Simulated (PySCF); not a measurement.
A PySCF script (with the pyscf-properties extension) for the NMR shieldings of SMILES [BH3-][C@](Cl)(C=C)COC, [C5H11BClO]-, on a GFN2-xTB geometry:

```python
import basis_set_exchange as bse
import numpy as np
from pyscf import gto, dft
from pyscf.prop import nmr

atoms = """
B    -1.764647   -1.148494    0.949839
C    -0.470544   -0.210125    0.394757
Cl    0.055814    0.873059    1.732858
C    -0.895965    0.582653   -0.765148
C    -1.223337    1.867107   -0.813868
C     0.688473   -1.134265    0.053150
O     1.684504   -0.649360   -0.847098
C     2.427476    0.436258   -0.362458
H    -1.360769   -1.822314    1.869882
H    -2.115111   -1.856520    0.029274
H    -2.660223   -0.419146    1.294567
H    -0.994286   -0.026862   -1.657071
H    -1.600165    2.322136   -1.717931
H    -1.144308    2.511795    0.046254
H     1.171157   -1.473726    0.981839
H     0.278396   -2.006655   -0.460709
H     2.848137    0.219583    0.628192
H     3.239665    0.596411   -1.075147
H     1.825930    1.347714   -0.288645
"""
names = dict.fromkeys(["B", "C", "Cl", "O", "H"], "pcSseg-1")
basis = {el: gto.basis.parse(bse.get_basis(n, elements=[el], fmt="nwchem")) for el, n in names.items()}
mol = gto.M(atom=atoms, basis=basis, charge=-1, verbose=0)
mf = dft.RKS(mol, xc="PBE0")
mf.grids.level = 2
mf.grids.alignment = dft.numint.BLKSIZE   # the property module wants whole blocks of grid points
mf.conv_tol = 1e-9
mf.kernel()

calc = nmr.RKS(mf)   # GIAO
C = mf.mo_coeff
Co = C[:, mf.mo_occ > 0]
resp = mf.gen_response(singlet=True, hermi=2)
def vind(x):   # induced exchange potential for any number of trial vectors
    d = np.einsum("pi,xij,qj->xpq", C, 2 * x.reshape(-1, C.shape[1], Co.shape[1]), Co, optimize=True)
    return np.einsum("xpq,pi,qj->xij", resp(d - d.transpose(0, 2, 1)), C, Co, optimize=True).ravel()
mo1, _ = nmr.rhf.solve_mo1(calc, with_cphf=vind)
sigma = calc.kernel(mo1)
for i, s in enumerate(sigma):   # ppm
    print("%2d %-2s %9.2f" % (i, mol.atom_pure_symbol(i), np.trace(s) / 3))
```

Problem. What does it print?

Solution. 
```
 0 B     129.22
 1 C     104.65
 2 Cl    771.90
 3 C      25.69
 4 C      85.23
 5 C      97.12
 6 O     293.14
 7 C     125.82
 8 H      30.68
 9 H      31.00
10 H      31.08
11 H      24.82
12 H      27.34
13 H      26.73
14 H      28.08
15 H      27.37
16 H      28.68
17 H      28.59
18 H      27.42
```

These numbers come from an equivalent density-fitted implementation of the same equations, which agrees with the script to about 0.01 ppm for H and up to a few tenths of a ppm for heavy atoms, so last digits may differ.

Size and cost of the density-fitted run: 198 basis functions, 65 s wall time on 1 thread of an Arm Neoverse N1, shared host; peak memory 0.88 GiB.
